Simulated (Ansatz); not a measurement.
Compare A (`CSB[SiH2]O`) with its isomer B (`CSBO[SiH3]`).

Calculated with Ansatz (gas phase, PBE0-D4/def2-TZVP geometries, no zero-point term in ΔE). CBS: MP2 limit from def2 TZ/QZ plus the TZ coupled-cluster correction, frozen cores. DFT in def2-TZVPP. B3LYP here is the variant with VWN-RPA as its local correlation; programs differ in this. One conformer a species, not always the lowest.

(1) Which isomer does CCSD(T)/CBS put lower? Give the gap. (Best estimate.)

(2) Give E(B) − E(A) in kJ/mol with B3LYP-D4, PBE0-D4, CCSD(T)/def2-SVP, HF/def2-TZVPP, B2PLYP, ωB97M-V, PBE-D4. (Estimate.)

(3) Does the order hold for the free energy at 298.15 K (harmonic terms from PBE0-D4)? (Estimate.)

Largest T1 diagnostic: 0.014.

## Answers

(1) Computed: B, by 126.5 kJ/mol.

(2) The calculation gave: B3LYP-D4 -130.4, PBE0-D4 -118.2, CCSD(T)/def2-SVP -147.1, HF/def2-TZVPP -150.2, B2PLYP -131.9, ωB97M-V -130.7, PBE-D4 -112.3. None reverses the order clearly.

(3) Computed: Yes: G(B) − G(A) = -129.2 kJ/mol, for one conformer each. Modes under 60 cm⁻¹, often nearly free rotors, make the harmonic entropy too high.

From PBE to PBE0 (25 % exact exchange), in def2-TZVPP and without D4, E(B) − E(A) moves by −6.0 kJ/mol. At CCSD(T), def2-SVP lies −20.6 kJ/mol from the extrapolated value and def2-TZVPP −2.0 kJ/mol.
